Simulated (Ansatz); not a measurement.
`O[Si@H](Cl)[Si@H](F)Cl` at its PBE0-D4/def2-TZVP geometry, where that method's forces vanish. The species carries charge 0 and has multiplicity 1.

```
atom    x (Å)    y (Å)    z (Å)
  O1  -0.0483  -0.0365  -2.0303
 Si2   0.7697   0.3612  -0.6712
 Cl3   2.3350  -0.9188  -0.3085
 Si4  -0.6646   0.1440   1.1755
  F5   0.1470   0.0828   2.5449
 Cl6  -1.6147  -1.6563   0.8973
  H7  -0.5263  -0.8692  -2.0348
  H8   1.3159   1.7145  -0.9024
  H9  -1.7137   1.1784   1.3294
```

(1) For each bond, give half the difference of the two atoms' forces along it (eV/Å; positive pushes the atoms apart) under PBE-D4, r2SCAN-D4, B3LYP-D4, ωB97M-V in def2-TZVPP. (An estimate is asked.)

Results:

(1) The calculation gave: 
| bond | length (Å) | PBE-D4 | r2SCAN-D4 | B3LYP-D4 | ωB97M-V |
| --- | --- | --- | --- | --- | --- |
| O1–Si2 | 1.635 | 0.36 | 0.07 | 0.13 | 0.14 |
| O1–H7 | 0.960 | 0.33 | 0.01 | -0.03 | -0.06 |
| Si2–Cl3 | 2.054 | 0.15 | 0.07 | 0.20 | 0.08 |
| Si2–Si4 | 2.348 | -0.28 | -0.05 | -0.03 | -0.09 |
| Si2–H8 | 1.478 | 0.06 | -0.03 | -0.17 | -0.19 |
| Si4–F5 | 1.593 | 0.57 | 0.06 | 0.19 | 0.19 |
| Si4–Cl6 | 2.054 | 0.16 | 0.07 | 0.20 | 0.08 |
| Si4–H9 | 1.481 | 0.04 | -0.04 | -0.16 | -0.19 |

B3LYP here is the variant with VWN-RPA as its local correlation; programs differ in this.

Results of the Gaussian-basis code of Ansatz.
